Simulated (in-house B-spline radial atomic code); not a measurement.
Computed with a B-spline radial atomic code. Model: two electrons, singlet ground state, non-relativistic, full CI in B-splines with partial waves to l = 8 (at full coupling up to 3e-4 hartree above the limit, correlation up to 0.6 % small), density held at that of full coupling by Lieb maximisation.

W(λ) is the mean repulsion in the state of coupling λ less the Hartree energy of the fixed density. Its start is exact exchange, its initial slope is twice the second-order Görling-Levy correlation energy, and its area from 0 to 1 is E_xc. A straight curve means weak, dynamic correlation, and a curve that drops fast and flattens means strong correlation.

Command:
```bash
python run_ac.py task.json out
```
Settings (lengths in bohr, energies in hartree):
```
potential              yukawa
strength               3.54
lmax                   8
second                 1.03
```

Time taken, with all properties: 16 s on 1 thread of Intel(R) Xeon(R) Processor @ 2.30GHz, with other jobs on the host.

**W = mean repulsion less Hartree energy, and W of three functionals.**

Given: confinement screened point charge; nuclear charge 3.54; screening of the nucleus 1.03 1/bohr; external potential -Z exp(-k r)/r.

Computed: LDA exchange minus exact 250.64 millihartree; SCAN exchange minus exact -10.157 millihartree.

| coupling | W xc (hartree) | W xc minus exchange (millihartree) | kinetic minus Kohn-Sham (millihartree) | LDA (PW92) W minus its exchange (millihartree) | PBE W minus its exchange (millihartree) | SCAN W minus its exchange (millihartree) |
| --- | --- | --- | --- | --- | --- | --- |
| 0 | -1.8244 | 0 | 0 | 0 | 0 | 0 |
| 0.02 | -1.8263 | -1.931 | 0 | -13.24 | -1.75 | -1.83 |
| 0.05 | ? | ? | ? | ? | ? | ? |
| 0.12 | -1.8358 | -11.444 | 0.7 | -53.94 | -10.64 | -10.65 |
| 0.25 | -1.8479 | -23.458 | 2.9 | -91.98 | -22.22 | -21.61 |
| 0.4 | -1.8612 | -36.848 | 7.2 | -127.34 | -35.4 | -33.68 |
| 0.6 | -1.8784 | -53.956 | 15.8 | -166.6 | -52.49 | -48.95 |
| 0.8 | -1.8947 | -70.267 | 27.2 | -200.12 | -68.97 | -63.4 |
| 1 | -1.9102 | -85.831 | 41.2 | -229.65 | -84.81 | -77.13 |
| 1.4 | -1.9393 | -114.91 | 76 | -280.3 | -114.65 | -102.72 |
| 2 | -1.9784 | -154 | 142.2 | -342.2 | -155.14 | -137.13 |
| 3 | -2.0337 | -209.27 | 279.4 | -422.41 | -213.16 | -186.23 |
| 4.5 | -2.0991 | -274.75 | 522.8 | -511.53 | -283.49 | -245.71 |
| 7 | ? | ? | ? | ? | ? | ? |
| 10 | -2.2416 | -417.16 | 1505 | -701.31 | -447.44 | -383.35 |

(1) What belongs in the row 0.05?

(2) What belongs in the row 7?

(3) What is the PBE exchange minus exact?

**Energy parts, natural occupations and partial-wave weights.**

Computed: total energy -4.6913 hartree; exchange energy -1.8244 hartree; correlation energy -0.044643 hartree; initial slope twice GL2 -0.096818 hartree; kinetic part over minus potential part 0.47987; Hartree energy 3.6488 hartree; Kohn-Sham kinetic 9.1184 hartree.

```tsv
natural	occupation of the shell (electrons)
s	1.9942
s	?
p	0.0026904
d	0.00013269
p	0.00010777
s	5.9722e-05
```

(4) What belongs in the row s?

```csv
wave,weight
s,0.99851
p,0.0014048
d,?
f,1.0816e-05
g,2.5319e-06
```

(5) What belongs in the row d?

(6) What is the Lieb Oxford ratio E_xc over LDA exchange?

(7) What is the kinetic part of the DFT correlation energy?

Answers

(1) W xc (hartree): -1.8292; W xc minus exchange (millihartree): -4.811; kinetic minus Kohn-Sham (millihartree): 0.1; LDA (PW92) W minus its exchange (millihartree): -27.58; PBE W minus its exchange (millihartree): -4.4; SCAN W minus its exchange (millihartree): -4.52.

(2) W xc (hartree): -2.1776; W xc minus exchange (millihartree): -353.21; kinetic minus Kohn-Sham (millihartree): 967.6; LDA (PW92) W minus its exchange (millihartree): -615.44; PBE W minus its exchange (millihartree): -371.36; SCAN W minus its exchange (millihartree): -319.9.

(3) 18.867 millihartree.

(4) occupation of the shell (electrons): 0.0027801.

(5) weight: 7.5181e-05.

(6) 1.1876.

(7) 0.041188 hartree.

Half-way to full coupling W has made 53 % of its drop, against 50 % for a straight line, and second-order (GL2) theory, half the initial slope, overshoots the correlation energy by about 8 %: a moderate bend, as in light atoms. Over couplings 0 to 1 the errors in E_xc come to about +157 millihartree for LDA, +20 millihartree for PBE, -6.0 millihartree for SCAN, so SCAN is nearest. In LDA and SCAN the errors of exchange and correlation have opposite signs, so the sum is smaller than the larger of the two.
